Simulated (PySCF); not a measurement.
# Excitation energy of N²⁺ by level of theory

N²⁺ [He] 2s2 2p1 (2P) → N²⁺ [He] 2s1 2p2 (4P), as a difference of total energies. All numbers are calculated (PySCF 2.14, the non-relativistic Hamiltonian (point nucleus), in aug-cc-pwCVTZ (7s6p4d2f, 59 functions)). Correlated levels: valence and next inner shell: nothing frozen. The calculations carry no spin-orbit coupling.

| method | excitation energy (eV) |
| --- | --- |
| UHF | 5.163 |
| MP2 (valence and next inner shell) | 6.398 |
| SCS-MP2 (valence and next inner shell) | 6.872 |
| CCSD (valence and next inner shell) | 6.988 |
| CCSD(T) (valence and next inner shell) | 7.027 |

**Question.** How much does correlation contribute at CCSD(T) (valence and next inner shell)?

**Answer.** 7.027 − (5.163) = 1.864 eV, measured against UHF.
